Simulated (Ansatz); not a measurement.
`[F][Ga]([SH])[Cl]` + NH₃ → `[NH2][Ga]([SH])[Cl]` + H–F  (ligand exchange at a Ga–F bond)

Computed with Ansatz on PBE0-D4/def2-TZVP structures; ΔE is electronic, products minus reactants. CCSD(T)/CBS adds triple-zeta CCSD(T) − MP2 to the extrapolated MP2 energy (def2 sets, frozen cores). This one scheme is used for every species. Functionals use def2-TZVPP. For Ga outer-core shells are correlated without core-valence functions, which leaves a few kJ/mol of doubt a bond. Scalar relativity is left out up to krypton. One conformer a species, not always the lowest.

`[F][Ga]([SH])[Cl]`:

Cartesian coordinates in Å:
```
F -0.757 0.562 1.592
Ga 0.058 0.514 0.052
S 0.285 -1.390 -0.963
Cl 0.768 2.354 -0.709
H -0.353 -2.040 0.028
```

NH₃:

Z-matrix (Å, degrees):
```
N
H 1 1.013
H 1 1.013 2 107.1
H 1 1.013 2 107.1 3 -114.5
```

`[NH2][Ga]([SH])[Cl]`:

Z-matrix (Å, degrees):
```
N
Ga 1 1.799
H 1 1.005 2 121.9
H 1 1.005 2 123.5 3 164.5
S 2 2.186 1 123.4 3 -173.7
Cl 2 2.141 1 117.5 3 8.2
H 5 1.343 2 92.5 1 -178.6
```

H–F:

Cartesian coordinates in Å:
```
F -0.392 -0.227 0.081
H 0.392 0.227 -0.081
```

CCSD(T)/CBS gives +7.5 kcal/mol.

Q: Another level gave +10.6 kcal/mol. Which?
A. PBE-QIDH/def2-TZVPP
B. LDA (SPW92)/def2-TZVPP
C. r2SCANh-D4/def2-TZVPP
D. HF/def2-TZVPP

A: C. r2SCANh-D4 10.6, PBE-QIDH 8.9, HF/def2-TZVPP 12.5, LDA (SPW92) 7.8 kcal/mol.

Largest T1 diagnostic among the species: 0.013.

From r2SCAN to r2SCAN0 (25 % exact exchange), in def2-TZVPP and without D4, ΔE moves by −1.1 kcal/mol. The D4 term adds −1.5 kcal/mol with B3LYP and −0.8 kcal/mol with PBE0; it sums over pairs of atoms, weighted by their polarisabilities, and B3LYP, whose exchange is more repulsive, gets the larger term.

B3LYP here is the variant with VWN-RPA as its local correlation; programs differ in this.
